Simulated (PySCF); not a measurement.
Species: C7H7 (doublet state).
Cartesian coordinates in Å at the GFN2-xTB level; atoms count from 1:
```
atom  x, y, z in Å
C1     2.9893   -0.2015   -0.9030
C2     1.7973   -0.3265   -1.0783
C3     0.4440   -0.4759   -1.2906
C4    -0.5408   -0.2346   -0.3103
C5    -1.8629   -0.4104   -0.5966
C6    -0.0922    0.1902    1.0219
C7    -0.7978    0.9308    1.8627
H8     4.0212   -0.0911   -0.7515
H9     0.1328   -0.7846   -2.2795
H10   -2.1860   -0.7192   -1.5756
H11   -2.6247   -0.2681    0.1470
H12    0.9111   -0.1195    1.2845
H13   -0.4081    1.2181    2.8243
H14   -1.7839    1.2921    1.6229
```

The hyperfine couplings belong to this conformer and change with its torsions.

The species is `C#C/C=C(/[CH2])C=C` [radical].

Method used: UKS B3LYP, pcH-1 on C H, non-relativistic, mean-field spin-orbit, GIAO (PySCF 2.14.0). One conformer (not necessarily the lowest) at the GFN2-xTB geometry, without solvent, vibrations or thermal averaging. A GFN2-xTB geometry isn't a minimum of the functional, and hyperfine couplings can be far from their values at a DFT geometry. The frame is twisted about the C4–C6 bond at this geometry (dihedral C3–C4–C6–H12 = -26°); couplings at other torsion angles weren't computed. The SCF solution wasn't tested for stability. ⟨S²⟩ is 0.790 where a pure state has 0.75.

Task: Match the computed a_iso(13C) values +52.1, -49.9, +44.9, -44.1, +32.3, +8.7, -7.6 MHz with the sites C1; C2; C3; C4; C5; C6; C7.

Result: 
```csv
site,a_iso (MHz),ρ(0) (bohr⁻³),position,distance from C3 (Å),spin population,largest |T| (MHz)
C1,+32.3,+0.0287,a main spin site,2.59,+0.40,56.4
C2,-49.9,-0.0444,1 bond from C1,1.38,-0.20,17.5
C3,+52.1,+0.0463,largest spin population,0.00,+0.57,92.0
C4,-44.1,-0.0393,1 bond from C5,1.41,-0.23,26.2
C5,+44.9,+0.0399,a main spin site,2.41,+0.56,83.9
C6,+8.7,+0.0077,2 bonds from C3,2.47,+0.05,5.2
C7,-7.6,-0.0068,3 bonds from C5,3.67,-0.07,10.3
```

ρ(0) is the spin density at the nucleus and T the dipolar tensor. The largest Mulliken spin populations are on C3 (+0.57), C5 (+0.56), C1 (+0.40) and C4 (-0.23). Three atoms exceed +0.15. The angles at C3 add up to 360.0°, so it is planar. Main spin sites, with 60 % or more of the largest population: C1, C3, C5; positions count bonds from the nearest.

Examples of negative spin density at the nucleus (bohr⁻³): C2 (-0.0444), C4 (-0.0393) and H9 (-0.0087).

H10 and H11 aren't averaged: C5 is flat or nearly so (angle sum 360°), and its turn about the short C5–C4 bond (1.36 Å) is taken as slow.

The SMILES `C#C/C=C(/[CH2])C=C` draws the unpaired electron on C5, whose computed spin population is only +0.56.
